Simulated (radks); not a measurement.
Fractional charge and spin in the 6s shell of gadolinium: the spin-up occupation runs from 0 to 1 and the spin-down occupation from 0 to 1; the fullest corner is Gd, [Xe] 4f(up 3.5, down 3.5) 5d(up 0.5, down 0.5) 6s(up 1, down 1). All-electron calculation, scalar-relativistic Kohn-Sham, PBE, spin-polarised, spherical densities, finite nucleus; Fermi nuclear charge, rms radius of each element as measured or else 0.836 A^(1/3) + 0.57 fm. Program: a radial shooting solver on a logarithmic mesh with Libxc functionals. Energy (eV) minus the two flat planes that join the four corners (they meet along the diagonal where the two added fractions sum to one electron); zero is where a piecewise linear energy would lie.

down \ up,0,0.5,1
0,0.000,-0.677,0.000
0.5,-0.677,0.181,-0.596
1,0.000,-0.596,0.000

Corners above the fullest one (they belong to Gd+ and the next ion): (up 1, down 0) 6.464 eV, (up 0, down 1) 6.464 eV, (up 0, down 0) 18.743 eV. With half an added electron in each spin the energy lies 0.181 eV from the planes, and with half an added electron in spin up alone -0.677 eV. The planes are only a guide here: the flat-plane condition holds for ground states with one frontier orbital, while this shell lies below other occupied shells, so the corners above the fullest one are inner-hole states and not the ground states of those ions.
